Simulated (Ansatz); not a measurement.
This geometry of C2H6BNO (11 atoms, charge 0, multiplicity 1) is a first-order saddle point.

All numbers below come from RKS PBE0-D4/STO-3G in Ansatz.

```xyz
11
Properties=species:S:1:pos:R:3
N -1.529 1.393 0.273
B -0.428 0.459 0.008
C 0.177 -0.852 0.685
C 1.158 -0.745 -0.518
O 0.484 0.483 -1.038
H -1.163 2.372 0.352
H -2.175 1.436 -0.552
H -0.440 -1.759 0.675
H 0.654 -0.751 1.667
H 2.215 -0.532 -0.268
H 1.112 -1.561 -1.263
```

(1) Which two structures does it join? (They come from a converged band through this point; their orientation in space is the band's.)

(2) How far does it lie above each of them?

## Answers

(1) No bond is made or broken. The dihedral H7–N1–B2–O5 goes from 0 to -180°. The two ends are copies of one structure, up to a mirror image or an exchange of like atoms.

Image 0:

```xyz
11
Properties=species:S:1:pos:R:3
N -1.358 1.464 0.058
B -0.357 0.509 -0.097
C 0.123 -0.814 0.631
C 1.180 -0.766 -0.515
O 0.625 0.485 -1.100
H -2.057 1.433 0.816
H -1.479 2.275 -0.571
H -0.532 -1.693 0.594
H 0.554 -0.724 1.636
H 2.230 -0.625 -0.191
H 1.136 -1.602 -1.241
```

Image 10:

```xyz
11
Properties=species:S:1:pos:R:3
N -1.358 1.464 0.058
B -0.357 0.508 -0.097
C 0.123 -0.814 0.632
C 1.180 -0.766 -0.515
O 0.625 0.486 -1.100
H -1.479 2.275 -0.571
H -2.058 1.433 0.815
H -0.532 -1.693 0.594
H 0.554 -0.724 1.636
H 2.230 -0.626 -0.191
H 1.136 -1.601 -1.241
```

(2) 0.91 eV above the first and 0.91 eV above the second. This is the barrier of this one path; another mechanism may lie lower. Limits of this set-up: minimal basis.

Time of the run: 2.1 min on 1 thread of Intel(R) Xeon(R) 6975P-C (Granite Rapids), with other jobs on the host, peak memory 0.19 GiB.
